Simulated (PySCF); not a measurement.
**MMg cations for M along the alkali metals**

PBE0 with double-zeta basis sets in PySCF, for the lowest determinant that a PBE0 search found; no spin–orbit coupling. De refers to high-spin ground-configuration atoms (the charge goes to the atom of lower measured ionisation energy or higher electron affinity, which is not always the lowest computed limit). A positive dipole points towards Mg; it is taken about the centre of mass and depends on that origin.

| M | basis | charged atom | state (unpaired electrons) | Re (Å) | ωe (cm⁻¹) | De (eV) | μ (D) |
| --- | --- | --- | --- | --- | --- | --- | --- |
| Li | cc-pVDZ | Li+ | singlet (closed shell) | 2.902 | 266 | 0.88 | -5.24 |
| Na | cc-pVDZ | Na+ | singlet (closed shell) | 3.209 | 152 | 0.63 | -2.82 |
| K | def2-SVP | K+ | singlet (closed shell) | 3.775 | 97.8 | 0.34 | -3.12 |
| Rb | def2-SVP | Rb+ | singlet (closed shell) | 3.970 | 83.2 | 0.29 | -0.65 |
| Cs | def2-SVPD | Cs+ | singlet (closed shell) | 4.222 | 69.9 | 0.23 | 0.11 |

The shortest bond is that of LiMg⁺ (2.902 Å), the longest that of CsMg⁺ (4.222 Å).

The rows differ in basis set, which adds steps of its own.

Down a group the atoms grow and get heavier, so bonds lengthen and wavenumbers fall; this series shows no clear exception.

Closed-shell solutions of metal pairs were not tested for spin polarisation, which can lower them a little. Weak bonds: CsMg⁺, KMg⁺, RbMg⁺. Basis-set superposition, not corrected here, can be much of De in a small basis, most of all at correlated wavefunction levels. Spin–orbit coupling is left out. For an ion De counts to the pair picked by the measured ionisation energies or electron affinities, which need not be the lowest pair at this level.
